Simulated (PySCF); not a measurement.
## Orbital energies and ionisation energy

Compound: C2H9BO.
Geometry (PBE0-D3(BJ)/def2-SVP, Å), atoms numbered from 1 in this order:
```xyz
13
C2H9BO angstrom
B      1.386   -0.618   -0.201
O     -0.114    0.009   -0.393
C     -1.149   -0.790    0.164
C     -0.210    1.386   -0.057
H      1.580   -0.565    1.010
H      2.092    0.129   -0.858
H      1.281   -1.748   -0.645
H     -2.122   -0.377   -0.138
H     -1.020   -1.800   -0.237
H     -1.062   -0.813    1.263
H     -0.064    1.525    1.027
H     -1.195    1.763   -0.366
H      0.587    1.901   -0.605
```

Level: CAM-B3LYP/def2-SVPD (PySCF). Frontier orbitals with their largest atomic shares (Löwdin; up to four atoms above 4 %):

```csv
orbital,ε (eV),main atoms
HOMO−3,-12.31,"O2 30 %, B1 20 %, H5 9 %, C4 7 %"
HOMO−2,-11.14,"O2 42 %, C4 10 %, C3 10 %, B1 9 %"
HOMO−1,-9.53,"B1 42 %, H7 22 %, H6 22 %, O2 5 %"
HOMO,-9.27,?
LUMO,0.98,"C3 17 %, C4 17 %, B1 14 %, H8 10 %"
LUMO+1,1.81,"C4 17 %, C3 17 %, H12 10 %, H8 10 %"
LUMO+2,1.92,"B1 22 %, O2 16 %, C3 8 %, C4 8 %"
```

**Question.** What vertical ionisation energy does ΔSCF give, and how far is −ε(HOMO) from it?

**Answer.** ΔSCF: 10.37 eV (1001 kJ/mol; threshold wavelength 120 nm); ⟨S²⟩ of the doublet left behind is 0.756, against 0.75 for a pure doublet. −ε(HOMO) is 9.27 eV, 1.10 eV below it. In exact Kohn–Sham theory the two would be equal; CAM-B3LYP (range-separated hybrid) falls short of its own ΔSCF value by 11 %. Holes in the HOMO−1 and HOMO−2 were tried too where these lie within 1.2 eV of the HOMO; the lowest converged state counts.

**Question.** On which atoms does the HOMO lie?

**Answer.** B1 (four-coordinate boron) 37 %, H5 (B–H hydrogen) 27 %, O2 (oxygen bonded to B and 2 C) 15 %, H6 (B–H hydrogen) 9 %, so no atom holds as much as 40 %. The HOMO−1 lies 0.26 eV lower.

**Question.** Shift the occupied levels rigidly so that −ε(HOMO) equals the ΔSCF value. What binding energies result?

**Answer.** The shift is +1.10 eV: HOMO 10.37, HOMO−1 10.63, HOMO−2 12.24, HOMO−3 13.41 eV. A rigid shift is only a rough guide to the deeper ionisations.

**Question.** What total energies stand behind the ΔSCF value?

**Answer.** E(N) = -181.44022 Eh and E(N − 1) = -181.05908 Eh at the same geometry, 0.38114 Eh apart.

**Question.** With α = 50.4 au, estimate the like-pair dispersion coefficient by London's formula C6 = (3/4)α²I.

**Answer.** I = 0.3811 Eh, so C6 ≈ 726 au, a rough estimate.

Geometry: PBE0-D3(BJ)/def2-SVP; no solvent, vibrations or thermal averaging.
